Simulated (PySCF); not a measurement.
Compound: SnH2Me(OMe), C2H8OSn.
Bonds: Sn1–C4, Sn1–O8, O8–C9. Hydrogens: H2, H3 on Sn1; H5, H6, H7 on C4; H10, H11, H12 on C9.

Computed by this run: PySCF 2.14.0, PBE0-D3(BJ)/def2-SVP geometry optimisation, gas phase, def2 core potentials past Kr; density fitting, grid level 1; the optimiser is geomeTRIC in internal coordinates, started from a GFN2-xTB structure with every atom displaced at random (about 0.03 Å).

Step 0: E = -10073.9234 eV
```
atom  x, y, z in Å  |  force x, y, z in eV/Å
Sn1     0.6564    0.5847    0.3961   -1.691   1.981   0.206
H2      0.6694    0.5989    2.0741   -0.069  -0.018   0.633
H3      2.1436    0.5491   -0.1820    2.024  -0.113  -0.802
C4     -0.5532    2.1752   -0.5108   -3.078  -3.397   0.987
H5     -0.3382    3.1403   -0.2391    1.036   2.842   0.817
H6     -1.6866    2.0215   -0.1813    2.222   0.066  -0.493
H7     -0.5788    2.0706   -1.5795    0.256  -0.110  -0.917
O8     -0.3198   -0.9522   -0.2438   -0.814  -1.291   0.022
C9     -0.0260   -2.2771    0.1065   -0.427   0.153  -2.981
H10     0.9652   -2.5558   -0.2968    0.104  -0.278   0.083
H11    -0.7823   -2.9294   -0.4310    0.621   0.351   0.630
H12    -0.0342   -2.5085    1.1387   -0.185  -0.183   1.815
```

Step 1: E = -10074.4494 eV
```
atom  x, y, z in Å  |  force x, y, z in eV/Å
Sn1     0.6050    0.6437    0.3676    0.580  -0.536   0.012
H2      0.5978    0.6442    2.1052    0.011  -0.060  -0.223
H3      2.2527    0.6146   -0.2649   -0.499  -0.052   0.225
C4     -0.5791    2.1609   -0.4834   -0.566   0.225  -0.192
H5     -0.3112    3.1806   -0.1729    0.175  -0.063  -0.077
H6     -1.6158    1.9817   -0.1670   -0.060  -0.028   0.059
H7     -0.5654    2.0633   -1.5788    0.140   0.123   0.029
O8     -0.3700   -0.9925   -0.2896    0.219   0.102   0.095
C9     -0.0350   -2.3034    0.0649    0.024   0.377  -0.064
H10     0.9661   -2.6195   -0.2957    0.013   0.053   0.047
H11    -0.7623   -2.9946   -0.3932   -0.071  -0.004   0.009
H12    -0.0674   -2.4619    1.1589    0.035  -0.137   0.080
```

Question: Estimate the geometry and energy of step 2. (The exact step hangs on the optimiser's Hessian estimate; all steps are aligned on step 1, rigid shifts and turns removed.)

Answer: E = -10074.4893 eV, largest force 0.203 eV/Å
```
atom  x, y, z in Å  |  force x, y, z in eV/Å
Sn1     0.5956    0.6208    0.3608    0.105   0.107  -0.137
H2      0.5930    0.5917    2.0819   -0.006  -0.016  -0.007
H3      2.2158    0.5607   -0.2547   -0.160  -0.009   0.068
C4     -0.5991    2.1804   -0.4921   -0.070  -0.018   0.006
H5     -0.2871    3.1868   -0.1730    0.073  -0.107  -0.038
H6     -1.6387    2.0196   -0.1768   -0.039  -0.017   0.047
H7     -0.5661    2.1045   -1.5888    0.083   0.041   0.039
O8     -0.3744   -0.9965   -0.2870   -0.002  -0.059   0.017
C9     -0.0214   -2.2952    0.0745    0.015   0.136  -0.012
H10     0.9840   -2.5938   -0.2878    0.015   0.005   0.022
H11    -0.7436   -2.9963   -0.3771   -0.027  -0.039   0.004
H12    -0.0426   -2.4655    1.1710    0.013  -0.025  -0.009
```

The energy changes by -0.0399 eV. The first-order estimate −F·Δx gives -0.0690 eV and the mean of the old and new forces, exact on a quadratic surface, -0.0398 eV. The step makes an angle of 66° with the force vector and moves no atom by more than 0.066 Å.

The cost below is that of the whole optimisation. Time: 54 s; peak memory 0.43 GiB. Hardware: one thread of an Arm Neoverse N1, shared host with 64 logical CPUs at a one-minute load of 36.
